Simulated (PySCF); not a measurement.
## From computed data to an observable: entropy of an ideal gas

GaH2I, SMILES [I][GaH2].

Coordinates come from a B3LYP-D3(BJ)/def2-TZVP optimisation. The def2 effective core potentials stand for the cores of I; spin–orbit coupling is left out.

B3LYP-D3(BJ)/def2-TZVP (PySCF 2.14.0) gives the harmonic wavenumbers 241, 459, 584, 720, 1984, 2003 cm⁻¹ and the rotational temperatures 6.1077, 0.0823, 0.0812 K. The molar mass is 198.64 g/mol, the symmetry number 2, the spin multiplicity 1.

**Question.** Work out the entropy at 298.15 K and 1 atm in the rigid-rotor, harmonic-oscillator model.

**Answer.** 
Translation (Sackur–Tetrode at 1 atm): S = R[1.5 ln M + 2.5 ln T − 1.16487] = 174.7 J/(mol K).
Rotation: q = (√π/σ) T^1.5/√(θA θB θC) = 22600, S = R[ln q + 3/2] = 95.8 J/(mol K).
Vibration: with u = 1.4388 ν/T, each mode gives R[u/(e^u − 1) − ln(1 − e^−u)]:
```tsv
ν (cm⁻¹)	modes	u	S (J/(mol K))
241	1	1.16	7.51
459	1	2.21	3.22
584	1	2.82	2.00
720	1	3.47	1.19
1984	1	9.57	0.01
2003	1	9.67	0.01
```
These are all the modes. Sum 13.9 J/(mol K).
Spin: R ln 1 = 0.0 J/(mol K).
Total 284.5 J/(mol K); the program's own thermochemistry gives 284.5. Translation makes up 61 % and vibration 5 %. Anharmonicity, hindered rotation and orbital degeneracy are left out.
